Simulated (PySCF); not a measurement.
Compound: C6H5ClF (doublet state).
Structure used (GFN2-xTB), in Å, numbered top down from 1:
```
atom  x, y, z in Å
C1     2.758   -0.050   -0.961
C2     1.706   -0.885   -0.682
C3     0.629   -0.543    0.048
C4    -0.428   -0.207    0.727
F5    -0.475   -0.394    2.084
C6    -1.654    0.379    0.185
C7    -2.716    0.713    0.906
Cl8   -1.603    0.615   -1.530
H9     2.776    0.962   -0.597
H10    3.589   -0.388   -1.552
H11    1.726   -1.898   -1.072
H12   -2.721    0.555    1.970
H13   -3.592    1.142    0.457
```

The hyperfine couplings belong to this conformer and change with its torsions.

As a line formula: `C=C[C]=C(F)C(=C)Cl` [radical].

Method used: PySCF 2.14.0, UKS B3LYP, pcH-1 on C Cl F H, non-relativistic, mean-field spin-orbit, GIAO. The structure is a single GFN2-xTB conformer in the gas phase; no vibrational or solvent corrections. Couplings are sensitive to structure, and on GFN2-xTB geometries they can be far from those on DFT ones. No stability test was run, so a lower SCF solution isn't excluded. ⟨S²⟩ is 0.780 where a pure state has 0.75.

Task: What is the g tensor, term by term?

Result: 
```json
{"Δg (ppm)": "relativistic mass correction", "1": "-159", "2": "-159", "3": "-159"}
{"Δg (ppm)": "gauge correction", "1": "37", "2": "58", "3": "20"}
{"Δg (ppm)": "orbital Zeeman/spin–orbit", "1": "-457", "2": "-88", "3": "271"}
{"Δg (ppm)": "total", "1": "-579", "2": "-190", "3": "131"}
```

So g = 2.00174, 2.00213, 2.00245 and g_iso = 2.00211; the tensor is rhombic: the two nearest values differ by 45 % of g3 − g1. 

Task: How much does each term add to the isotropic shift?

Result: The mass correction -159, the orbital-Zeeman/spin–orbit term -92 and the gauge correction 38 ppm, for a total of -212 ppm. The mass correction is the largest in size. The mass correction is the same along every axis, so the anisotropy comes from the other two: their spans along these axes are 38 (gauge) and 727 ppm (orbital Zeeman/spin–orbit).

Task: What are the electron Larmor frequencies g μB B/h along the three axes at 3350 mT?

Result: 93.8565, 93.8747, 93.8897 GHz for g1, g2 and g3, a range of 33.3 MHz.

Task: What effective moment and Curie constant follow for a powder?

Result: With the mean of g² = 4.0084 and S(S+1) = 0.75: μ_eff = √(⟨g²⟩S(S+1)) = 1.734 μB and χT = 0.12505·⟨g²⟩·S(S+1) = 0.376 cm³ K/mol (cgs; spin-Hamiltonian part alone).

Task: In a frozen sample, at which fields do the three g values resonate at 9.5, 34, 94 and 263 GHz (hyperfine left aside), and which band first spreads them over more than twice a line width of 1.0 mT?

Result: 
```
band    GHz  B(g3) mT  B(g2) mT  B(g1) mT  spread mT
   X    9.5    338.96    339.02    339.08       0.12
   Q   34.0   1213.13   1213.32   1213.56       0.43
   W   94.0   3353.93   3354.47   3355.12       1.19
   J  263.0   9383.88   9385.38   9387.21       3.33
```

The spread grows in proportion to the frequency. J band is the first where it exceeds 2.0 mT.

The largest Mulliken spin populations are on C1 (+0.69), C3 (+0.64), C2 (-0.26) and C4 (-0.06). The positive populations add up to 1.41 and the negative ones to -0.41, together 2S = 1. The angles at C1 add up to 360.0°, so it is planar; its axial dipolar tensor and the negative couplings of its protons fit spin in a p orbital normal to that plane.

The HOMO–LUMO gaps are 4.71 eV among the α and 3.88 eV among the β orbitals.
